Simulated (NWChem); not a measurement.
System: CaH2S2; SMILES [SH][Ca][SH]

```xyz
5

Ca     0.0000     0.0000     0.3074
S      2.5485    -0.0280    -0.1230
H      2.5140     0.9017    -1.1057
S     -2.5485     0.0280    -0.1230
H     -2.5140    -0.9017    -1.1057
```
Atoms are numbered in this order, from 1.

Coordinates come from a PBE0/def2-SVP optimisation.

Symmetry labels are those of C2 in the frame above (b1 and b2, or b-type labels, depend on it).

Problem. List the 4 lowest vertical singlet excitations and the 4 lowest triplet ones from PBE/6-31+G* (spherical d), TDA (NWChem).

Solution. 
| state | energy (eV) | oscillator strength | symmetry | leading excitation (squared amplitude) |
|---|---|---|---|---|
| S1 | 2.90 | 0.032 | b | HOMO → LUMO (1.00) |
| S2 | 2.90 | 0.028 | a | HOMO−1 → LUMO (1.00) |
| S3 | 3.45 | 0.160 | b | HOMO−2 → LUMO (0.94) |
| S4 | 3.97 | 0.009 | a | HOMO−3 → LUMO (0.93) |
| T1 | 2.76 | spin-forbidden | b | HOMO → LUMO (0.99) |
| T2 | 2.77 | spin-forbidden | a | HOMO−1 → LUMO (1.00) |
| T3 | 2.98 | spin-forbidden | b | HOMO−2 → LUMO (0.99) |
| T4 | 3.58 | spin-forbidden | a | HOMO−3 → LUMO (0.99) |
